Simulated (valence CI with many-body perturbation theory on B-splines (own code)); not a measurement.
Values are calculated unless marked as measured or tabulated.
## Basis-set convergence for Au XL

Level of theory: valence CI with perturbative core correlation (CI+MBPT): four valence electrons over a frozen Dirac-Fock core [Kr], a basis of 7 s, 7 p, 8 d, 6 f, 4 g, 1 h functions for each j, with the one-electron correlation potential Σ1, the two-electron term Σ2, the three-electron term Σ3, Breit, model QED; selected CI, second order for the rest, scaled by the run's own slope (own B-spline code, finite nucleus).

No measured spectrum was set against this ion. As an estimate, large intervals hold to a few tenths of a per cent, small ones and those within an open d or f shell to about a per cent. Only levels of the ground parity were solved; by the run's estimate the other parity begins above the list, which can be wrong where configurations are misplaced.

The reference run has the lowest level (4d3/2^4) J=0 and an ionisation energy of 1846.51 eV. Its largest variational space holds 18586 state functions.

Levels are named by their leading jj configuration (3d3/2^4 stands for four electrons in 3d with j = 3/2), which in mixed levels can hold well under half, so a name can repeat and another be missing. Letters in brackets count levels of one name in rising energy.

Changed runs:
A. basis 6 s, 6 p, 5 d, 5 f, 1 g
B. basis 5 s, 5 p, 4 d, 4 f

Excitation energies of the reference run in cm⁻¹, and shifts in cm⁻¹:

```csv
Level,Reference,A,B
(4d3/2^3 4d5/2) J=1,176419,-243,-512
(4d3/2^3 4d5/2) J=4,220475,-26,+251
(4d3/2^3 4d5/2) J=2,225913,-140,+169
(4d3/2^3 4d5/2) J=3,237660,-87,+359
(4d3/2^2 4d5/2^2) J=0 [a],383907,-245,-549
(4d3/2^2 4d5/2^2) J=2 [a],386966,-236,-128
(4d3/2^2 4d5/2^2) J=4 [a],395676,-240,-272
(4d3/2^2 4d5/2^2) J=3 [a],399888,-275,-195
(4d3/2^2 4d5/2^2) J=5,416471,-138,+194
(4d3/2^2 4d5/2^2) J=6,428991,-57,+441
(4d3/2^2 4d5/2^2) J=1,429022,-140,+373
(4d3/2^2 4d5/2^2) J=3 [b],442051,-81,+706
Ionisation energy (eV),1846.51,-0.07,-0.15
```
